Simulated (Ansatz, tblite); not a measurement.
Removing and adding an electron: `OB(O)CCCCc1ccc2ccc3cccc4ccc1c2c34`. Total charge 0; singlet. Geometry: PBE-D4/def2-SVP. Ansatz, gas phase; energy differences of separate SCF runs; the oxidised species was run as a doublet alone; the reduced species was run as a doublet alone.

Cartesian coordinates in Å:
```
O 6.297 1.552 1.157
B 5.003 1.140 1.394
O 4.684 -0.010 2.084
C 3.814 2.010 0.823
C 3.040 1.280 -0.290
C 1.890 2.103 -0.877
C 1.111 1.388 -2.003
C 0.366 0.155 -1.546
C 0.945 -1.115 -1.730
C 0.325 -2.286 -1.283
C -0.922 -2.235 -0.626
C -1.588 -3.418 -0.154
C -2.805 -3.348 0.478
C -3.459 -2.085 0.691
C -4.712 -1.987 1.335
C -5.327 -0.743 1.527
C -4.707 0.431 1.083
C -3.452 0.384 0.434
C -2.786 1.566 -0.036
C -1.566 1.499 -0.665
C -0.896 0.243 -0.888
C -1.544 -0.956 -0.428
C -2.814 -0.886 0.230
H 6.979 0.959 1.522
H 5.451 -0.524 2.392
H 4.201 2.980 0.446
H 3.112 2.247 1.653
H 2.647 0.318 0.104
H 3.738 1.005 -1.114
H 1.187 2.382 -0.060
H 2.291 3.061 -1.275
H 1.828 1.097 -2.800
H 0.410 2.108 -2.474
H 1.917 -1.181 -2.243
H 0.808 -3.262 -1.443
H -1.097 -4.392 -0.312
H -3.303 -4.263 0.834
H -5.203 -2.908 1.687
H -6.305 -0.688 2.031
H -5.192 1.408 1.235
H -3.276 2.540 0.116
H -1.091 2.427 -1.011
```

The xTB rows come from tblite. Correlated methods freeze 23 core orbitals. Single mean-field runs in def2-TZVP are fitted with def2-universal-jkfit. HOMO above LUMO, or a gap near zero within one spin, warns that the state may not be the lowest or that an electron is smeared out.

Q: Estimate orbital energies and vertical ionisation energies and electron affinities at: GFN1-xTB; GFN2-xTB; PBE-D4/def2-TZVP; PBE0-D4/def2-TZVP; PBE-QIDH/def2-TZVP.

A: 
| level | −HOMO (eV) | vertical IE (eV) | −LUMO (eV) | vertical EA (eV) | HOMO–LUMO gap (eV) | IE − EA (eV) | remarks |
| --- | --- | --- | --- | --- | --- | --- | --- |
| GFN1-xTB | 10.68 | 12.72 | 8.44 | 6.34 | 2.24 | 6.38 | – |
| GFN2-xTB | 9.65 | 11.72 | 7.39 | 5.24 | 2.26 | 6.47 | – |
| PBE-D4/def2-TZVP | 4.89 | 6.87 | 2.37 | 0.53 | 2.52 | 6.35 | HOMO above zero (-1 doublet), gap within one spin near zero (-1 doublet) |
| PBE0-D4/def2-TZVP | 5.61 | 6.95 | 1.68 | 0.44 | 3.93 | 6.52 | HOMO above zero (-1 doublet) |
| PBE-QIDH/def2-TZVP | – | – | – | 0.24 | – | – | spin-contaminated (⟨S²⟩ 0.88) (-1 doublet) |

Relaxing the reduced species (PBE-D4/def2-SVP) changes its energy by -0.04 eV at PBE-D4/def2-TZVP, so the adiabatic electron affinity to this nearest minimum is 0.57 eV. At PBE0-D4/def2-TZVP that geometry lies 0.00 eV above the vertical one, so it gives no adiabatic value. The highest occupied level of the relaxed charge -1 doublet lies above zero (up to 1.20 eV). By energy differences its removal costs 0.57 eV (each at its own geometry, to the charge 0 singlet, at PBE-D4/def2-TZVP); self-interaction error and the lack of diffuse functions both raise the level. The gap within one spin of the relaxed charge -1 doublet nearly closes, so an electron or hole may be smeared out by delocalisation error.  Run but left out: PBE-QIDH/def2-TZVP (charge +1 doublet: ⟨S²⟩ 0.93, where a pure state has 0.75).   A HOMO above zero means that the electron is unbound at that level or that self-interaction error raises the level; the energy of removing that electron tells which. Raw xTB energy differences between charge states are shifted by several eV; the methods need an empirical correction for them. Sets without diffuse functions give affinities that are too small.
